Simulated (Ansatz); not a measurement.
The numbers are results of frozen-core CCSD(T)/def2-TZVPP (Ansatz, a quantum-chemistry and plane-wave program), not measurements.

Ansatz 0.2 input:
```yaml
crystal:
  periodic: [false, false, false]
  atoms:
    - { symbol: Br, position_ang: [0.0, 0.0, 0.0] }
basis:
  gaussian: { orbitals: def2-TZVPP }
correlation:
  method: ccsd_t
magnetization:
  spin_polarized: true
  initial_magnetization: 1
```

Output:

```
Functional definition: HF
322 factors; integrals over basis functions are off by at most 1.5e-4 eV
mean field evaluation 1: about -69998.3244 eV, gradient 5.1e0 eV
mean field evaluation 2: about -69998.3248 eV, gradient 5.1e0 eV
mean field evaluation 4: about -69998.5147 eV, gradient 5.6e-1 eV
mean field evaluation 8: about -69998.5183 eV, gradient 4.0e-3 eV
mean field evaluation 16: about -69998.5159 eV, gradient 6.3e-1 eV
mean field evaluation 32: about -69998.5183 eV, gradient 1.0e-2 eV
mean field evaluation 64: about -69998.5183 eV, gradient 8.5e-4 eV
mean field -69998.51830854 eV, -2572.3981011392 hartree, gradient 3.4e-6 eV, S^2 0.758689; 4 other end points of the search recorded, 0 dependent functions left out
9 core orbitals not correlated
reference -69998.51830854 eV, -2572.3981011392 hartree; 9, 8 occupied and 30, 31 virtual orbitals, 322 factors
second order -6.67253346 eV of doubles, -0.00000000 eV of singles
cycle   1  -6.81871178 eV  change   -1.5e-1 eV  update   4.2e-2
cycle   2  -6.98423599 eV  change   -1.7e-1 eV  update   1.2e-2
cycle   3  -6.98596738 eV  change   -1.7e-3 eV  update   3.5e-3
cycle   4  -6.98657330 eV  change   -6.1e-4 eV  update   8.6e-4
cycle   5  -6.98658059 eV  change   -7.3e-6 eV  update   1.7e-4
cycle   6  -6.98652439 eV  change    5.6e-5 eV  update   5.2e-5
cycle   7  -6.98654530 eV  change   -2.1e-5 eV  update   1.5e-5
perturbative correction -0.18485369 eV, -0.0067932480 hartree
Total energy: -70005.68970753 eV, -2572.6616451911 hartree
```

Cost: about 1.1 core-seconds (a rough figure).
